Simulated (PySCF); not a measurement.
Cl6Pt, charge -1, quartet, geometry from GFN2-xTB of the parent state (such geometries of metal compounds can be far from the true shape) (a state made from the parent by changing its charge; the spin is typed, not shown lowest) (core potentials on Pt); DF-PBE0/def2-SV(P) in PySCF.

The PySCF input:
```python
from pyscf import gto, scf, dft

mol = gto.M(
    atom='''
Pt   -0.00000000    0.00000000    0.00000000
Cl    2.07992728    0.86249713   -0.73590801
Cl    0.74376821    0.12252287    2.24574183
Cl   -0.74376821   -0.12252287   -2.24574183
Cl   -2.07992728   -0.86249713    0.73590801
Cl   -0.85572820    2.20287227    0.16322500
Cl    0.85572820   -2.20287227   -0.16322500
''',
    basis='def2-sv(p)',
    ecp={'Pt': 'def2-sv(p)'},
    charge=-1,
    spin=3,
    verbose=4,
)

mf = dft.UKS(mol)
mf.xc = 'pbe0'
mf = mf.density_fit(auxbasis='def2-universal-jkfit')
mf.kernel()
```

### Question
Write the output that PySCF gives for this input, abridged.

### Answer

```
PySCF version 2.14.0

[INPUT] verbose = 4
[INPUT] num. atoms = 7
[INPUT] num. electrons = 121
[INPUT] charge = -1
[INPUT] spin (= nelec alpha-beta = 2S) = 3
[INPUT] symmetry False subgroup None
[INPUT] Mole.unit = angstrom
[INPUT] Symbol           X                Y                Z      unit          X                Y                Z       unit  Magmom
[INPUT]  1 Pt     0.000000000000   0.000000000000   0.000000000000 AA    0.000000000000   0.000000000000   0.000000000000 Bohr   0.0
[INPUT]  2 Cl     2.079927280000   0.862497130000  -0.735908010000 AA    3.930492918212   1.629883358923  -1.390664591774 Bohr   0.0
[INPUT]  3 Cl     0.743768210000   0.122522870000   2.245741830000 AA    1.405518217058   0.231534668296   4.243837005180 Bohr   0.0
[INPUT]  4 Cl    -0.743768210000  -0.122522870000  -2.245741830000 AA   -1.405518217058  -0.231534668296  -4.243837005180 Bohr   0.0
[INPUT]  5 Cl    -2.079927280000  -0.862497130000   0.735908010000 AA   -3.930492918212  -1.629883358923   1.390664591774 Bohr   0.0
[INPUT]  6 Cl    -0.855728200000   2.202872270000   0.163225000000 AA   -1.617091935067   4.162825277699   0.308450546682 Bohr   0.0
[INPUT]  7 Cl     0.855728200000  -2.202872270000  -0.163225000000 AA    1.617091935067  -4.162825277699  -0.308450546682 Bohr   0.0

nuclear repulsion = 1054.78027991138
number of shells = 59
number of NR pGTOs = 266
number of NR cGTOs = 133
basis = def2-sv(p)
ecp = {'Pt': 'def2-sv(p)'}

******** <class 'pyscf.df.df_jk.DFUKS'> ********
method = DFUKS
initial guess = minao
damping factor = 0
level_shift factor = 0
DIIS = <class 'pyscf.scf.diis.CDIIS'>
diis_start_cycle = 1
diis_space = 8
diis_damp = 0
SCF conv_tol = 1e-09
SCF conv_tol_grad = None
SCF max_cycles = 50
direct_scf = False
number electrons alpha = 62  beta = 59
XC library pyscf.dft.libxc version 7.1.2
    S. Lehtola, C. Steigemann, M. J. T. Oliveira, and M. A. L. Marques,  SoftwareX 7, 1–5 (2018)
XC functionals = pbe0
    C. Adamo and V. Barone,  J. Chem. Phys. 110, 6158 (1999)
    M. Ernzerhof and G. E. Scuseria,  J. Chem. Phys. 110, 5029 (1999)
radial grids:
    Treutler-Ahlrichs [JCP 102, 346 (1995); DOI:10.1063/1.469408] (M4) radial grids

becke partition: Becke, JCP 88, 2547 (1988); DOI:10.1063/1.454033
pruning grids: <function nwchem_prune>
grids dens level: 3
symmetrized grids: False
atomic radii adjust function: <function treutler_atomic_radii_adjust>
small_rho_cutoff = 0
Set gradient conv threshold to 3.16228e-05
tot grids = 137592
******** <class 'pyscf.df.df.DF'> ********
auxbasis = def2-universal-jkfit
init E= -2867.13120652169

cycle= 1 E= -2877.92268743816  delta_E= -10.8  |g|= 1.24  |ddm|= 6.02

cycle= 2 E= -2864.17204861524  delta_E= 13.8  |g|= 3.62  |ddm|= 22.8

cycle= 3 E= -2878.42972687233  delta_E= -14.3  |g|= 0.827  |ddm|= 22.7

cycle= 4 E= -2878.46111567592  delta_E= -0.0314  |g|= 0.697  |ddm|= 1.74

cycle= 5 E= -2878.72646351237  delta_E= -0.265  |g|= 0.384  |ddm|= 1.94

cycle= 6 E= -2878.81184255018  delta_E= -0.0854  |g|= 0.166  |ddm|= 0.584

cycle= 7 E= -2878.83019168355  delta_E= -0.0183  |g|= 0.0867  |ddm|= 0.49

cycle= 8 E= -2878.83731251141  delta_E= -0.00712  |g|= 0.0377  |ddm|= 0.264

cycle= 9 E= -2878.83923900437  delta_E= -0.00193  |g|= 0.0424  |ddm|= 0.174

cycle= 10 E= -2878.84111054531  delta_E= -0.00187  |g|= 0.0316  |ddm|= 0.157

cycle= 11 E= -2878.84243898284  delta_E= -0.00133  |g|= 0.0182  |ddm|= 0.16

cycle= 12 E= -2878.84308955801  delta_E= -0.000651  |g|= 0.0159  |ddm|= 0.109

cycle= 13 E= -2878.84275846611  delta_E= 0.000331  |g|= 0.0174  |ddm|= 0.0518

cycle= 14 E= -2878.84277628643  delta_E= -1.78e-05  |g|= 0.0158  |ddm|= 0.0135

cycle= 15 E= -2878.84155923461  delta_E= 0.00122  |g|= 0.0145  |ddm|= 0.283

cycle= 16 E= -2878.8411068919  delta_E= 0.000452  |g|= 0.0164  |ddm|= 0.167

cycle= 17 E= -2878.84072981167  delta_E= 0.000377  |g|= 0.0294  |ddm|= 0.0925

cycle= 18 E= -2878.8409767214  delta_E= -0.000247  |g|= 0.0173  |ddm|= 0.208

cycle= 19 E= -2878.84129087145  delta_E= -0.000314  |g|= 0.00996  |ddm|= 0.17

cycle= 20 E= -2878.84129468657  delta_E= -3.82e-06  |g|= 0.00986  |ddm|= 0.0275

cycle= 21 E= -2878.84151124736  delta_E= -0.000217  |g|= 0.00552  |ddm|= 0.0791

cycle= 22 E= -2878.84150390093  delta_E= 7.35e-06  |g|= 0.00709  |ddm|= 0.0356

cycle= 23 E= -2878.84152500428  delta_E= -2.11e-05  |g|= 0.00452  |ddm|= 0.0105

cycle= 24 E= -2878.84162701819  delta_E= -0.000102  |g|= 0.00509  |ddm|= 0.0628

cycle= 25 E= -2878.8414982915  delta_E= 0.000129  |g|= 0.00505  |ddm|= 0.0519

cycle= 26 E= -2878.84146617738  delta_E= 3.21e-05  |g|= 0.0034  |ddm|= 0.105

cycle= 27 E= -2878.8413281662  delta_E= 0.000138  |g|= 0.00619  |ddm|= 0.125

cycle= 28 E= -2878.84135916238  delta_E= -3.1e-05  |g|= 0.00668  |ddm|= 0.0288

cycle= 29 E= -2878.84140164334  delta_E= -4.25e-05  |g|= 0.00572  |ddm|= 0.0201

cycle= 30 E= -2878.8413980953  delta_E= 3.55e-06  |g|= 0.00581  |ddm|= 0.00262

cycle= 31 E= -2878.84143030036  delta_E= -3.22e-05  |g|= 0.00469  |ddm|= 0.0152

cycle= 32 E= -2878.84144638224  delta_E= -1.61e-05  |g|= 0.00394  |ddm|= 0.117

cycle= 33 E= -2878.8415070929  delta_E= -6.07e-05  |g|= 0.00228  |ddm|= 0.0321

cycle= 34 E= -2878.84149227864  delta_E= 1.48e-05  |g|= 0.00241  |ddm|= 0.0412

cycle= 35 E= -2878.84148943505  delta_E= 2.84e-06  |g|= 0.00243  |ddm|= 0.0074

cycle= 36 E= -2878.84152855299  delta_E= -3.91e-05  |g|= 0.0025  |ddm|= 0.0353

cycle= 37 E= -2878.84151681297  delta_E= 1.17e-05  |g|= 0.00263  |ddm|= 0.00994

cycle= 38 E= -2878.84142862957  delta_E= 8.82e-05  |g|= 0.00212  |ddm|= 0.0509

cycle= 39 E= -2878.84140228334  delta_E= 2.63e-05  |g|= 0.0024  |ddm|= 0.0375

cycle= 40 E= -2878.84144495774  delta_E= -4.27e-05  |g|= 0.00267  |ddm|= 0.0379

cycle= 41 E= -2878.84141379645  delta_E= 3.12e-05  |g|= 0.00232  |ddm|= 0.0224

cycle= 42 E= -2878.84140997633  delta_E= 3.82e-06  |g|= 0.00241  |ddm|= 0.0448

cycle= 43 E= -2878.84137898619  delta_E= 3.1e-05  |g|= 0.00252  |ddm|= 0.0482

cycle= 44 E= -2878.84140647781  delta_E= -2.75e-05  |g|= 0.0024  |ddm|= 0.035

cycle= 45 E= -2878.84137436944  delta_E= 3.21e-05  |g|= 0.00218  |ddm|= 0.0264

cycle= 46 E= -2878.84148248937  delta_E= -0.000108  |g|= 0.00238  |ddm|= 0.0722

cycle= 47 E= -2878.84148181159  delta_E= 6.78e-07  |g|= 0.00277  |ddm|= 0.00539

cycle= 48 E= -2878.84140722077  delta_E= 7.46e-05  |g|= 0.00228  |ddm|= 0.0448

cycle= 49 E= -2878.8413023824  delta_E= 0.000105  |g|= 0.00274  |ddm|= 0.0875

cycle= 50 E= -2878.84130077404  delta_E= 1.61e-06  |g|= 0.00215  |ddm|= 0.0166
SCF not converged.
SCF energy = -2878.84130077404 after 50 cycles  <S^2> = 3.756541  2S+1 = 4.0032691
```

The run did not converge; its last values are not results.
